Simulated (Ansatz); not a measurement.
Mulliken charges of CH₇GeN, SMILES `C[NH][GeH3]` from PBE/def2-TZVPP in Ansatz (PBE0-D4/def2-TZVP geometry).

```json
{"atom": "C1", "x (Å)": "-0.831", "y (Å)": "0.707", "z (Å)": "-0.870", "charge (e)": "-0.200"}
{"atom": "N2", "x (Å)": "-0.338", "y (Å)": "-0.566", "z (Å)": "-0.378", "charge (e)": "-0.300"}
{"atom": "Ge3", "x (Å)": "0.831", "y (Å)": "-0.549", "z (Å)": "1.040", "charge (e)": "0.174"}
{"atom": "H4", "x (Å)": "-1.629", "y (Å)": "0.546", "z (Å)": "-1.601", "charge (e)": "0.089"}
{"atom": "H5", "x (Å)": "-0.069", "y (Å)": "1.346", "z (Å)": "-1.340", "charge (e)": "0.091"}
{"atom": "H6", "x (Å)": "-1.268", "y (Å)": "1.274", "z (Å)": "-0.042", "charge (e)": "0.094"}
{"atom": "H7", "x (Å)": "-0.028", "y (Å)": "-1.161", "z (Å)": "-1.133", "charge (e)": "0.125"}
{"atom": "H8", "x (Å)": "1.241", "y (Å)": "-2.005", "z (Å)": "1.308", "charge (e)": "-0.013"}
{"atom": "H9", "x (Å)": "0.077", "y (Å)": "0.052", "z (Å)": "2.237", "charge (e)": "-0.017"}
{"atom": "H10", "x (Å)": "2.097", "y (Å)": "0.306", "z (Å)": "0.781", "charge (e)": "-0.044"}
```

By hand: the dipole of these point charges (1 e Å = 4.8032 D).

Σ q r = (0.029, 0.090, -0.031) e Å, of length 0.100 e Å = 0.48 D.

How does the dipole of the full density compare? (An estimate is asked.)

Computed: (0.045, 0.034, -0.170) e Å, 0.86 D; the point charges give 0.56 times that, at 57° from its direction.

Point charges leave out the atoms' own dipoles, such as those of lone pairs, and Mulliken's split depends on the basis, so the two needn't agree.
